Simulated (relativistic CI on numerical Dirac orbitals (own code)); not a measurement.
## Electric-dipole transitions in Ga V

Calculated at this level of theory: Dirac-Coulomb-Breit CI, KLI orbitals optimised for each configuration, model QED (radiative potential, 1s self-energy scaled to tabulated hydrogen-like ionisation energies), valence Slater integrals scaled by 0.85, configuration energies shifted to the measured levels that pair with them (semi-empirical) (own radial code, finite nucleus).

Configurations in the expansion (outside the closed core [Ne]): 3s2.3p6.3d9, 3s2.3p6.3d8.4s, 3s2.3p6.3d8.4p, 3s2.3p5.3d10, 3s2.3p6.3d8.4d, 3s2.3p6.3d8.5s, 3s2.3p6.3d8.5p, 3s2.3p6.3d7.4s2, 3s2.3p6.3d8.4f, 3s2.3p6.3d8.5d, 3s2.3p6.3d7.4s.4p, 3s2.3p6.3d8.5f, 3s2.3p6.3d8.5g, 3s2.3p6.3d7.4p2, 3s.3p6.3d10, 3s2.3p6.3d7.4s.4d. Levels of other configurations are missing.

```tsv
λ vac (nm)	Lower	Upper	A (s⁻¹)	E lower (eV)	E upper (eV)
29.949	3s2.3p6.3d9 2D_5/2 [1]	3s2.3p6.3d8.4p 2F°_7/2 [54]	4.71e+09	0.0000	41.3990
30.028	3s2.3p6.3d9 2D_5/2 [1]	3s2.3p6.3d8.4p 2P°_3/2 [52]	8.40e+09	0.0000	41.2897
30.120	3s2.3p6.3d9 2D_3/2 [2]	3s2.3p6.3d8.4p 2F°_5/2 [56]	5.96e+09	0.4340	41.5970
30.657	3s2.3p6.3d9 2D_5/2 [1]	3s2.3p6.3d8.4p 2D°_5/2 [44]	5.28e+09	0.0000	40.4418
32.277	3s2.3p6.3d9 2D_5/2 [1]	3s2.3p6.3d8.4p 2D°_5/2 [33]	5.37e+09	0.0000	38.4125
32.394	3s2.3p6.3d9 2D_3/2 [2]	3s2.3p6.3d8.4p 2D°_3/2 [35]	5.14e+09	0.4340	38.7078
102.27	3s2.3p6.3d8.4s 2G_9/2 [16]	3s2.3p6.3d8.4p 2G°_9/2 [61]	1.84e+09	30.2928	42.4160
102.76	3s2.3p6.3d8.4s 2G_7/2 [17]	3s2.3p6.3d8.4p 2G°_7/2 [60]	1.97e+09	30.2978	42.3636
105.48	3s2.3p6.3d8.4s 4F_9/2 [3]	3s2.3p6.3d8.4p 4F°_9/2 [27]	1.15e+09	26.0557	37.8103
105.60	3s2.3p6.3d8.4s 4F_7/2 [4]	3s2.3p6.3d8.4p 2G°_9/2 [29]	3.60e+08	26.3039	38.0445
106.11	3s2.3p6.3d8.4s 4F_7/2 [4]	3s2.3p6.3d8.4p 4F°_7/2 [28]	9.51e+08	26.3039	37.9885
106.86	3s2.3p6.3d8.4s 4F_5/2 [5]	3s2.3p6.3d8.4p 4F°_5/2 [30]	9.70e+08	26.5338	38.1361
107.75	3s2.3p6.3d8.4s 4F_7/2 [4]	3s2.3p6.3d8.4p 4F°_9/2 [27]	5.83e+08	26.3039	37.8103
107.99	3s2.3p6.3d8.4s 4F_3/2 [6]	3s2.3p6.3d8.4p 4F°_3/2 [31]	1.38e+09	26.6860	38.1671
108.24	3s2.3p6.3d8.4s 4F_5/2 [5]	3s2.3p6.3d8.4p 4F°_7/2 [28]	7.11e+08	26.5338	37.9885
108.28	3s2.3p6.3d8.4s 4F_3/2 [6]	3s2.3p6.3d8.4p 4F°_5/2 [30]	6.18e+08	26.6860	38.1361
108.71	3s2.3p6.3d8.4s 4F_9/2 [3]	3s2.3p6.3d8.4p 4G°_11/2 [22]	1.78e+09	26.0557	37.4610
110.30	3s2.3p6.3d8.4s 4F_7/2 [4]	3s2.3p6.3d8.4p 4G°_7/2 [23]	7.73e+08	26.3039	37.5449
110.30	3s2.3p6.3d8.4s 4F_9/2 [3]	3s2.3p6.3d8.4p 4G°_9/2 [21]	6.49e+08	26.0557	37.2963
110.75	3s2.3p6.3d8.4s 4F_5/2 [5]	3s2.3p6.3d8.4p 4G°_5/2 [25]	6.06e+08	26.5338	37.7290
112.15	3s2.3p6.3d8.4s 2G_9/2 [16]	3s2.3p6.3d8.4p 2H°_11/2 [53]	1.65e+09	30.2928	41.3483
112.21	3s2.3p6.3d8.4s 4F_3/2 [6]	3s2.3p6.3d8.4p 4D°_1/2 [26]	1.53e+09	26.6860	37.7348
112.27	3s2.3p6.3d8.4s 4F_3/2 [6]	3s2.3p6.3d8.4p 4G°_5/2 [25]	9.68e+08	26.6860	37.7290
112.42	3s2.3p6.3d8.4s 2F_7/2 [7]	3s2.3p6.3d8.4p 2G°_9/2 [29]	1.32e+09	27.0154	38.0445
112.44	3s2.3p6.3d8.4s 4F_5/2 [5]	3s2.3p6.3d8.4p 4D°_3/2 [24]	1.41e+09	26.5338	37.5609
112.60	3s2.3p6.3d8.4s 4F_5/2 [5]	3s2.3p6.3d8.4p 4G°_7/2 [23]	7.87e+08	26.5338	37.5449
112.79	3s2.3p6.3d8.4s 4F_7/2 [4]	3s2.3p6.3d8.4p 4G°_9/2 [21]	7.87e+08	26.3039	37.2963
113.03	3s2.3p6.3d8.4s 4F_7/2 [4]	3s2.3p6.3d8.4p 4D°_5/2 [20]	1.42e+09	26.3039	37.2731
114.42	3s2.3p6.3d8.4s 4F_9/2 [3]	3s2.3p6.3d8.4p 4D°_7/2 [19]	1.45e+09	26.0557	36.8912
115.48	3s2.3p6.3d8.4s 2G_7/2 [17]	3s2.3p6.3d8.4p 2H°_9/2 [50]	1.40e+09	30.2978	41.0345
```

Terms are leading LS components. Brackets give the number of a level in order of energy, since labels repeat. The list gives strong lines, with weight on those to low levels, without configurations that were not tied to measured data, without lines whose two gauges differ by over a factor of 2.5, among the lowest 400 of 1330 levels, so that lines to higher ones, which can be the strongest, are missing. Levels whose partners in the same complex of configurations lie outside the list can be far off, and so can their lines. Rates are taken at the computed energies, electric ones in the length gauge.

Configurations whose levels could be paired with our table of measured levels were shifted onto them, all but the ground configuration, by the median error of their levels; single terms can still be off by 1,000 to 2,000 cm⁻¹ or more, and rates follow the energies as ν³ (E1, M1) or ν⁵ (E2). The others borrow a shift and can be off by several thousand cm⁻¹ or more. 55 of the 59 excited levels that our extract of the measured tables holds in this range could be paired (the sources list more); they are missed by 468 cm⁻¹ on average and 2560 at most, after the shifts were fitted to these levels, and levels without a partner can miss by more.

LS names give the leading component of a level, which can be under half, so a name can repeat, a term be missing and a line seem to break the LS rules.
